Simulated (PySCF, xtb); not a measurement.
OsO2, SMILES [O]=[Os]=[O] (connectivity only; charge and spin as stated), neutral, multiplicity 3.

Harmonic wavenumbers (cm⁻¹) from GFN2-xTB (xtb) at its own minimum, in rising order: 187, 924, 1010.

### Question
What does PySCF 2.14.0 with r2SCAN-D4/def2-TZVP give at its own minimum? (An estimate is asked for; the answer gives what the named calculation found.)

### Answer
246, 988, 1036. Paired by order, the mean absolute difference is 49 cm⁻¹ and the zero-point energies are 3.0 and 3.2 kcal/mol.
